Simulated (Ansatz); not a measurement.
Start from `[OH][Sn]([OH])([OH])[OH]` and change one atom or group to get `[CH3][Sn]([OH])([OH])[OH]`.

Ansatz, PBE0-D4/def2-TZVP geometries, multiplicity 1. Each molecule was computed in one conformer, which needn't be the lowest.

Elements past krypton have def2 core potentials.

```
                                          property  `[OH][Sn]([OH])([OH])[OH]`
  size of the dipole moment (B3LYP/def2-TZVPP) / D                        0.00
    size of the dipole moment (PBE/def2-TZVPP) / D                        0.00
                 LUMO energy (PBE/def2-TZVPP) / eV                       -2.60
              HOMO–LUMO gap (PBE0/def2-TZVPP) / eV                        7.50
           HOMO–LUMO gap (ωB97M-V/def2-TZVPP) / eV                       11.85
size of the dipole moment (ωB97M-V/def2-TZVPP) / D                        0.00
```

Task: What does the change do to each property? (Best estimate.)

Result: Ansatz gave: 
```tsv
property	`[CH3][Sn]([OH])([OH])[OH]`	shift
size of the dipole moment (B3LYP/def2-TZVPP) / D	0.37	0.37
size of the dipole moment (PBE/def2-TZVPP) / D	0.35	0.35
LUMO energy (PBE/def2-TZVPP) / eV	-1.71	0.89
HOMO–LUMO gap (PBE0/def2-TZVPP) / eV	7.63	0.13
HOMO–LUMO gap (ωB97M-V/def2-TZVPP) / eV	11.77	-0.08
size of the dipole moment (ωB97M-V/def2-TZVPP) / D	0.35	0.35
```

With PBE0 the HOMO rises by 0.75 eV and the LUMO rises by 0.87 eV, so the gap widens by about 0.12 eV. PBE moves the HOMO by 0.59 eV and ωB97M-V by 0.83 eV. The zero-point energy changes by 59.5 kJ/mol with +6 modes.

B3LYP here is the variant with VWN-RPA as its local correlation; programs differ in this.
